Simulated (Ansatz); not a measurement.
Job for Ansatz (an electronic-structure program): R-PBE0/def2-TZVPPD on CH8Sn (a complex), monomers drawn apart or pushed together. Elements past Kr take the def2 small-core potentials; no spin–orbit coupling. Files ending in .json are basis or fitting sets from the Basis Set Exchange.

Ansatz 0.2 input:
```yaml
crystal:
  periodic: [false, false, false]
  atoms:
    - {symbol: Sn, position_ang: [0.13356854, 0.15212734, -0.08765055]}
    - {symbol: H, position_ang: [-1.29136275, 0.93228077, 0.43939690]}
    - {symbol: H, position_ang: [0.07293431, -1.50056001, 0.33887985]}
    - {symbol: H, position_ang: [0.26165590, 0.29418080, -1.78656392]}
    - {symbol: H, position_ang: [1.49185619, 0.88353472, 0.64500917]}
    - {symbol: C, position_ang: [-0.23865329, -0.27231357, 5.34161011]}
    - {symbol: H, position_ang: [0.73782876, 0.14005202, 5.09111305]}
    - {symbol: H, position_ang: [-0.32500191, -0.36822983, 6.42299738]}
    - {symbol: H, position_ang: [-1.01946216, 0.39192414, 4.97353423]}
    - {symbol: H, position_ang: [-0.34836614, -1.25332879, 4.88123133]}
basis:
  gaussian:
    orbitals: def2-TZVPPD.json
hamiltonian:
  xc: {name: PBE0}
scf: {lower_state_search: off}
```

The log:

```
WARN ansatz: RAYON_NUM_THREADS=1 ignored (pool sized by the plan → 1); use --threads N
Functional definition: PBE0
these checks for a lower state are left out or cut short: stability, starts, cluster_reference, orbital_swaps, neighbouring_geometries, increment
integrals: 0.10 GiB planned
1134 factors; their error is unknown
mean field: 1.01 GiB planned
mean field evaluation 1: about -6992.3274 eV, gradient 4.6e1 eV
mean field evaluation 2: about -6991.8373 eV, gradient 4.5e1 eV
mean field evaluation 4: about -6997.1022 eV, gradient 2.7e-1 eV
mean field evaluation 8: about -6997.1022 eV, gradient 1.0e-2 eV
mean field evaluation 16: about -6997.1633 eV, gradient 4.7e-6 eV
mean field -6997.16325732 eV, -257.1410068590 hartree, gradient 4.7e-6 eV, S^2 0.000000; 0 other end points of the search recorded, 0 dependent functions left out
reference -6997.16330257 eV, -257.1410085218 hartree; 18, 18 occupied and 211, 211 virtual orbitals, 1134 factors
Total energy: -6997.16330257 eV, -257.1410085218 hartree
Checks for a lower state left out: stability, starts, cluster_reference, orbital_swaps, neighbouring_geometries, increment
```

The calculation finished and met its thresholds.

Cost: about 2.1 core-seconds (a rough figure).
